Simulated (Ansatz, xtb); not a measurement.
# Two isomers of C4H5NO3Si

Structure a: `N#C[C@@H]1OC(=O)O[C@@H]1[SiH3]`, a singlet. Structure b: `N#C[C@@]1([SiH3])COC(=O)O1`, a singlet. Both are isolated molecules in the gas phase, relaxed with PBE0-D3(BJ)/def2-SVP; the shapes shown needn't be the lowest conformers.

a (Å):

| atom | x (Å) | y (Å) | z (Å) |
| --- | --- | --- | --- |
| C | -1.6330 | 0.1528 | -1.4970 |
| C | -0.4019 | -0.5708 | -1.1412 |
| C | -0.5453 | -1.6892 | 0.8282 |
| C | 0.4638 | 0.1373 | -0.0799 |
| N | -2.5818 | 0.7459 | -1.7886 |
| O | -0.7118 | -1.7978 | -0.5196 |
| O | -0.8640 | -2.5132 | 1.6119 |
| O | 0.0360 | -0.5080 | 1.1158 |
| Si | 0.3312 | 2.0384 | 0.1194 |
| H | 0.1605 | -0.7645 | -2.0667 |
| H | 1.5184 | -0.1378 | -0.2625 |
| H | 0.6681 | 2.6430 | -1.2023 |
| H | 1.3359 | 2.4388 | 1.1421 |
| H | -1.0496 | 2.3897 | 0.5416 |

b (Å):

```xyz
14

C    -1.1509    1.0059    0.1741
C     0.1594    0.4761    0.5554
C     0.0445   -0.6541    1.6000
C     0.5812   -1.5495   -0.4104
N    -2.1726    1.4795   -0.0944
O     0.0606   -1.8163    0.8028
O     0.8581   -2.3479   -1.2355
O     0.7531   -0.2047   -0.5476
Si    1.3333    1.9205    1.0714
H     1.4188    2.8875   -0.0524
H     2.6471    1.2884    1.3740
H     0.7513    2.5461    2.2925
H     0.9073   -0.6694    2.2872
H    -0.8856   -0.6114    2.1802
```

Quicker runs give these differences E(b) − E(a): GFN2-xTB −3.32 kcal/mol; HF/STO-3G −0.80 kcal/mol (at GFN2-xTB geometries); r2SCAN-D4/def2-SVP −1.68 kcal/mol (at GFN2-xTB geometries).

Estimate E(b) − E(a) at the level CCSD(T)/def2-SVP + ΔMP2/def2-TZVPP.

CCSD(T)/def2-SVP + ΔMP2/def2-TZVPP gives E(b) − E(a) = −1.29 kcal/mol, slightly favouring structure b, which is too small a margin to settle the true order.

The same difference at several levels:

| level | geometry | E(b) − E(a) (kcal/mol) | departure from the last row (kcal/mol) | job, with rough time for the two |
| --- | --- | --- | --- | --- |
| GFN2-xTB | GFN2-xTB | −3.32 | −2.03 | optimisation, 0.3 s |
| HF/STO-3G | GFN2-xTB | −0.80 | +0.50 | single point, 0.88 s |
| r2SCAN-D4/def2-SVP | GFN2-xTB | −1.68 | −0.39 | single point, 10 s |
| PBE0-D3(BJ)/def2-SVP | PBE0-D3(BJ)/def2-SVP | −1.30 | −0.01 | optimisation, 3 min |
| HF/def2-SVP | PBE0-D3(BJ)/def2-SVP | −1.27 | +0.02 | part of the CCSD(T) run |
| MP2/def2-SVP | PBE0-D3(BJ)/def2-SVP | −1.83 | −0.54 | part of the CCSD(T) run |
| CCSD(T)/def2-SVP | PBE0-D3(BJ)/def2-SVP | −1.52 | −0.22 | single point |
| CCSD(T)/def2-SVP + ΔMP2/def2-TZVPP | PBE0-D3(BJ)/def2-SVP | −1.29 |  | single point, 4.5 min |

As drawn, both hold the same kinds of bond in the same numbers.

The largest departure from CCSD(T)/def2-SVP + ΔMP2/def2-TZVPP is that of GFN2-xTB, 2.03 kcal/mol. The last row adds to CCSD(T) the change of the MP2 difference between the two basis sets, here +0.22 kcal/mol.

With thermal terms from frequencies at re-optimised GFN2-xTB minima (ideal gas, soft modes damped towards free rotors, one conformer each, 298.15 K, 1 atm): on the last row, ΔE + ΔZPE = −1.41, ΔH = −1.27, ΔG = −1.58 kcal/mol.

The correlated steps freeze 13 core orbitals. Run with Ansatz 0.2.0, xtb 6.7.1; the last row on 2 threads of Arm Neoverse V2 on a shared host.
